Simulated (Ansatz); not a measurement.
Cl₃GeHS, SMILES `[SH][Ge]([Cl])([Cl])[Cl]`, relaxed with RKS PBE0-D4/def2-TZVP in Ansatz 0.2.0 from a PBE-D4/def2-SVP geometry. The force threshold is 0.005 eV/Å; the program also tests the step.

Charge 0, multiplicity 1.

Start:

```xyz
6

S    -1.741   -0.427    0.502
Ge    0.269   -0.002   -0.329
Cl    0.229   -0.608   -2.395
Cl    0.784    2.093   -0.213
Cl    1.828   -1.086    0.704
H    -1.370    0.030    1.732
```

Problem. How much energy does the relaxation release, and in how many steps? (An estimate is asked.)

Solution. The calculation gave: 0.89 kcal/mol, in 4 steps, 1 of them rejected.

Problem. Which bonds change most? (An estimate is asked.)

Solution. Ansatz gave: Ge2–Cl5 from 2.162 to 2.129 Å; Ge2–Cl4 from 2.161 to 2.129 Å; Ge2–Cl3 from 2.153 to 2.123 Å; S1–Ge2 from 2.216 to 2.188 Å.

Problem. Give the relaxed structure. (Best estimate.)

Solution. Ansatz gave: 
```xyz
6

S    -1.717   -0.420    0.500
Ge    0.266   -0.003   -0.326
Cl    0.233   -0.598   -2.364
Cl    0.775    2.061   -0.213
Cl    1.806   -1.070    0.687
H    -1.363    0.031    1.717
```
